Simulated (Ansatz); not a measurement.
Two isomers of CH4AlNO: A = `[OH][Al]1[CH2][NH]1`, B = `C1[NH][AlH][O]1`.

Calculated with Ansatz (gas phase, PBE0-D4/def2-TZVP geometries, no zero-point term in ΔE). CCSD(T)/CBS adds triple-zeta CCSD(T) − MP2 to the extrapolated MP2 energy (def2 sets, frozen cores). DFT in def2-TZVPP. B3LYP here is the variant with VWN-RPA as its local correlation; programs differ in this. Each species was taken in one conformer, which may not be the lowest.

(1) Which is lower in electronic energy at CCSD(T)/CBS, and by how much? (Best estimate.)

(2) Give E(B) − E(A) in kJ/mol with CCSD/def2-TZVPP, LDA (SPW92), B2PLYP, PBE-D4, HF/def2-TZVPP, B3LYP-D4, B3LYP. (An estimate is asked.)

(3) Does the order hold for the free energy at 298.15 K (harmonic terms from PBE0-D4)? (Best estimate.)

Largest T1 diagnostic: 0.014.

Results:

(1) Ansatz gave: B, by 47.6 kJ/mol.

(2) Computed: CCSD/def2-TZVPP -52.2, LDA (SPW92) -58.8, B2PLYP -49.3, PBE-D4 -50.2, HF/def2-TZVPP -68.3, B3LYP-D4 -52.0, B3LYP -49.6. None reverses the order clearly.

(3) The calculation gave: Yes: G(B) − G(A) = -45.4 kJ/mol, for one conformer each.

From BLYP to BHLYP (50 % exact exchange), in def2-TZVPP and without D4, E(B) − E(A) moves by −12.7 kJ/mol. In def2-TZVPP, CCSD(T) changes the Hartree–Fock value by +17.6 kJ/mol (the triples alone add +1.4 kJ/mol) and MP2 by +22.7 kJ/mol.
